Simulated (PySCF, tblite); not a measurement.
C6H4N2O (charge -1 and doublet state).
Numbering: `[H]/[N:9]=[CH:8]\[c:7]1[c:3]([C:2]=[N-:1])[cH:4][o:5][cH:6]1` (hydrogens: H10 on C4; H11 on C6; H12 on C8; H13 on N9)

Jobs on this species (13 atoms, 63 electrons) with PySCF (density fitting) and tblite. Hardware of each: Intel Xeon Platinum 8259CL at 2.50 GHz, one thread (shared host). The host was shared with other jobs, so the times are rough.

| level and settings | work | basis functions | SCF cycles | wall time |
| --- | --- | --- | --- | --- |
| GFN2-xTB | Hessian by finite differences | – | – | 0.66 s |
| GFN2-xTB | L-BFGS relaxation | – | – | 0.67 s |
| UKS B3LYP, pcH-1 on C H N O, non-relativistic, mean-field spin-orbit, GIAO | unrestricted SCF, g, hyperfine, density and orbital grids written | 265 | ? | ? |

Task: Fill in the missing figures.

Result: 
- UKS B3LYP, pcH-1 on C H N O, non-relativistic, mean-field spin-orbit, GIAO; unrestricted SCF, g, hyperfine, density and orbital grids written: 87 s, 23 SCF cycles

Task: What do all jobs in the table cost together?

Result: About 88 s; the longest takes about 98 % of that, and about 130 times as long as the shortest.
